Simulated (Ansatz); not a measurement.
Gas-phase electronic energies from Ansatz, PBE0-D4/def2-TZVP geometries. CBS: MP2 limit from def2 TZ/QZ plus the TZ coupled-cluster correction, frozen cores. This one scheme is used for every species. DFT in def2-TZVPP. B3LYP here is the variant with VWN-RPA as its local correlation; programs differ in this. HSE06 is defined as in plane-wave codes. One conformer a species, not always the lowest.

`C[N](C)[AlH][OH]` + HCl → `[OH][AlH][Cl]` + `CNC`  (ligand exchange at the Al–N bond)

```
         level  ΔE (kJ/mol)  difference from CCSD(T)/CBS
     revPBE-D4        -77.9                          2.8
     r2SCAN-D4        -83.4                         -2.7
       PBE0-D4        -83.5                         -2.8
      HSE06-D4        -83.8                         -3.1
           PBE        -83.5                         -2.8
          PBE0        -87.7                         -7.0
         B3LYP        -86.4                         -5.7
MP2/def2-TZVPP        -78.3                          2.4
 HF/def2-QZVPP       -100.4                        -19.7
  HF/CBS(def2)       -100.3                        -19.6
   CCSD(T)/CBS        -80.7                            0
```

**Question.** What do rigid-rotor, harmonic-oscillator terms from PBE0-D4/def2-TZVP frequencies (298.15 K, 1 bar) make of the CCSD(T)/CBS value? (Best estimate.)

**Answer.** The calculation gave: ΔZPE = +13.4 kJ/mol, ΔH = -70.7 kJ/mol, ΔS = 20 J/(mol·K), ΔG = -76.8 kJ/mol.

Largest T1 diagnostic among the species: 0.012.

From BLYP to BHLYP (50 % exact exchange), in def2-TZVPP and without D4, ΔE moves by −6.4 kJ/mol. Leaving LDA and LC-ωPBE aside and taking each functional with its dispersion term where it has one, the values, not all of them listed here, spread over 11.4 kJ/mol, from r2SCAN0-D4 to BLYP-D4. LDA lies +12.3 kJ/mol from PBE without D4.

CCSD(T)/CBS has its own doubt, a few kJ/mol and more with outer-core shells, so smaller differences from it don't rank the levels.
